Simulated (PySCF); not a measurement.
W(O)2(OH) (HO₃W), SMILES [O]=[W+](=[O])[OH], charge +1, multiplicity 1. Heavy atoms are numbered as in [W+:1](=[O:2])(=[O:3])[OH:4]. Hydrogens are named by the atom that carries them.

The structure is a stationary point at PBE0-D3(BJ)/def2-SVP. The spin state was assumed, not searched. The isomer is the one that the SMILES or the coordinates give; other isomers of the formula were not compared. The def2 effective core potentials stand for the cores of W; spin–orbit coupling is left out. Other conformers were not sampled.

Method: PBE0/def2-TZVPD in PySCF.

Mulliken values depend strongly on the basis, most of all with diffuse functions as here. ESP charges are fitted to the potential on shells at 1.4 to 2.0 van der Waals radii. Atomic charges (e), one atom of each kind:

| atom | ESP fit | Mulliken |
|---|---|---|
| W1 | (withheld) | 1.84 |
| O2 | (withheld) | -0.35 |
| O4 (OH) | (withheld) | -0.50 |
| H on O4 | (withheld) | 0.36 |

Some entries are withheld; supply them. (Estimate from the structure and the level; the computed values follow.)


- W1, ESP fit: 2.21
- O2, ESP fit: -0.48
- O4 (OH), ESP fit: -0.78
- H on O4, ESP fit: 0.54
